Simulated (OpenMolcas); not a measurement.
A calculation on Cl2+.

- Program: OpenMolcas
- Method: CASSCF
- Basis: ANO-RCC-VTZP [5s4p2d1f]
- Scalar Hamiltonian: DKH2, point nucleus
- Active space: 3 electrons in 3 orbitals (3p)
- State averaging: 2S+1 = 4 odd, 1 root; 2S+1 = 2 odd, 8 roots
- Spin-orbit coupling: state interaction with AMFI integrals over the reference wave functions, term energies averaged over their components

(1) Which level of the active space comes out lowest?

(2) How high does 3s² 3p³ ²P°_1/2 lie?

(3) How high does 3s² 3p³ ²D°_5/2 lie?

(4) How high does 3s² 3p³ ²D°_3/2 lie?

Measured values: Moore, Atomic Energy Levels, vol. I, NSRDS-NBS 35 (1971 reprint of NBS Circular 467, 1949).

Results:

(1) 3s² 3p³ ⁴S°_3/2, with 100 % of that term; it is also the measured ground level.

(2) 37666 cm⁻¹ above the lowest level; measured 29812 cm⁻¹ above the ground level, so the calculation is off by +26 %.

(3) 22676 cm⁻¹ above the lowest level; measured 18120 cm⁻¹ above the ground level, so the calculation is off by +25 %.

(4) 22632 cm⁻¹ above the lowest level; measured 18053 cm⁻¹ above the ground level, so the calculation is off by +25 %.

With the s shell closed, the reference lacks s² → p² mixing. Computed and measured levels are paired by configuration, term and J; levels that our copy of the source lacks, or whose pairing is in doubt (as where it misses far off the trend of its configuration), stay unpaired and out of the deviations. Only configurations of the active space appear.

° marks odd parity.
